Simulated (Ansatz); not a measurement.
Stretching the Se4–H5 bond in H3InSe (SMILES [SeH][InH2]) (multiplicity 1 held, fragments rigid). Energies count from the point at 1.472 Å.
Geometry at that point (charge 0, multiplicity 1):
```xyz
5

In     0.2234     0.0184    -0.9895
H     -1.0224    -0.5625    -2.0201
H      1.7808     0.6210    -1.3933
Se    -0.3715    -0.0433     1.4710
H      0.9264     0.5136     1.8845
```

R- and RO- levels are restricted; in cc, def2 and unpolarised 6-31G sets they are followed outwards from rest. Active spaces are followed from a long bond inwards. Curves can end on different states.

Correlated levels freeze the cores. Filled d and f shells under p-block atoms count as core.

Programs: Ansatz (a program for electronic structure) with Gaussian orbitals.  In def2 rows elements past Kr take small-core potentials, without spin–orbit coupling.

Energies in kJ/mol.

| R (Å) | R-MP2/def2-SVP | R-SCS-MP2/def2-SVP | CASSCF(4,3)/def2-SVP | FIC-MRCISD+Q on CASSCF(4,3)/def2-SVP |
|---|---|---|---|---|
| 1.177 | 151 | 152 | 162 | 154 |
| 1.324 | 27 | ___ | 33 | 29 |
| 1.472 | 0 | 0 | 0 | 0 |
| 1.619 | 21 | 20 | 14 | 18 |
| 1.766 | 65 | ___ | 49 | 58 |
| 1.987 | 145 | 141 | 112 | 127 |
| 2.207 | 223 | 217 | 170 | 191 |
| 2.575 | 329 | 319 | 239 | 265 |
| 2.943 | 402 | 386 | 274 | 303 |
| 3.385 | 448 | ___ | 290 | 321 |
| 3.973 | 453 | 415 | 296 | 327 |
| 4.709 | 403 | 344 | 297 | 329 |

Problem. Fill in the missing entries.

Solution. 
- 1.324, R-SCS-MP2/def2-SVP: 28
- 1.766, R-SCS-MP2/def2-SVP: 63
- 3.385, R-SCS-MP2/def2-SVP: 423

Doubts at one or more of the structures used: a restricted determinant that unrestricted orbitals would lower (R-MP2/def2-SVP, R-SCS-MP2/def2-SVP); active orbitals that take no part (CASSCF(4,3)/def2-SVP, FIC-MRCISD+Q on CASSCF(4,3)/def2-SVP).
